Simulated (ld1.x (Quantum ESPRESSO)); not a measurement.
**Varying the TM potential for sulfur (S)**

Base potential:

- Element: sulfur (S)
- Generator: ld1.x (Quantum ESPRESSO) 7.5
- Type: norm-conserving Troullier–Martins (Kleinman–Bylander form)
- Functional: BP86
- Relativity: fully relativistic
- Frozen core: [Ne]
- Valence charge: 6
- Reference configuration: 3s1 3p5
- Partial waves: 3p (bound): rc 1.60 bohr; 3s (bound): rc 1.00 bohr
- Local potential: the s channel
- Core correction: none

Open shells are filled in proportion to 2j + 1 (rel_dist='average').

All-electron outer shells of the reference configuration (BP86, scalar-relativistic, ld1.x):

```
shell  level (eV)  outermost node (bohr)  outermost maximum (bohr)
   2s     -213.35                   0.13                      0.39
   2p     -158.12                      –                      0.33
   3s      -18.03                   0.60                      1.40
   3p       -7.66                   0.58                      1.59
```

Cutoffs, loose and tight: the cutoffs (Ry, on a coarse ladder) from which the occupation-weighted sum of valence levels, in a spherical-Bessel basis at the reference potential, stays within 10 and 1 mRy of its value at 400 Ry. They do not see the model core or the augmentation charge, which bear on the density cutoff. Test errors are all-electron minus pseudo excitation energies from the reference, over the configurations 3s2 3p4; 3s2 3p3; 3s2 3p2; 3s2 3p3.5; 3s2 3p1; 3s0 3p6; 3s2 3p0. A dash means not determined; rows that change the core or the reference have their own tests.

```tsv
change	outcome	cutoff, loose	cutoff, tight	bound ghosts	largest test error (meV)
base	generated	70 Ry	200 Ry	none	+591
functional PBE	generated	70 Ry	180 Ry	none	+537
scalar-relativistic	generated	70 Ry	200 Ry	none	+583
all radii scaled by about 1.36 (s 1.36, p 2.18 bohr)	generated	21 Ry	55 Ry	none	+151
reference 3s2 3p4	generated	80 Ry	230 Ry	none	+443
wave 3s (bound): rc 1.00 bohr becomes 3s (bound): rc 0.94 bohr	generated	100 Ry	260 Ry	none	+851
wave 3p (bound): rc 1.60 bohr becomes 3p (bound): rc 1.00 bohr	generated	140 Ry	300 Ry	none	+305
```
